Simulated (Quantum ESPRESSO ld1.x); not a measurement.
Problem. Br+, 34 electrons, occupied as [Ar] 3d10 4s2 4p4 (the NIST ground configuration). Calculated with ld1.x of Quantum ESPRESSO 7.5: Dirac Kohn-Sham, revPBE, spin-unpolarised, spherical densities, point nucleus; open shells fill j = l - 1/2 first. Some entries of the table are withheld. Estimate them.

orbital,occ.,eigenvalue (Ry),r(max) (bohr)
1s1/2,2,-979.407,0.02791
2s1/2,2,-128.147,0.1593
2p1/2,2,(1),0.1252
2p3/2,4,(2),0.1285
3s1/2,2,-18.3116,0.4842
3p1/2,2,-13.9014,0.4755
3p3/2,4,-13.3993,0.4842
3d3/2,4,-5.75978,0.4296
3d5/2,6,-5.67997,0.4323
4s1/2,2,-2.22502,1.410
4p1/2,2,-1.30554,(3)
4p3/2,2,-1.26397,(4)

Solution. 
(1) 2p1/2 eigenvalue (Ry): -115.460
(2) 2p3/2 eigenvalue (Ry): -111.969
(3) 4p1/2 r(max) (bohr): 1.609
(4) 4p3/2 r(max) (bohr): 1.639
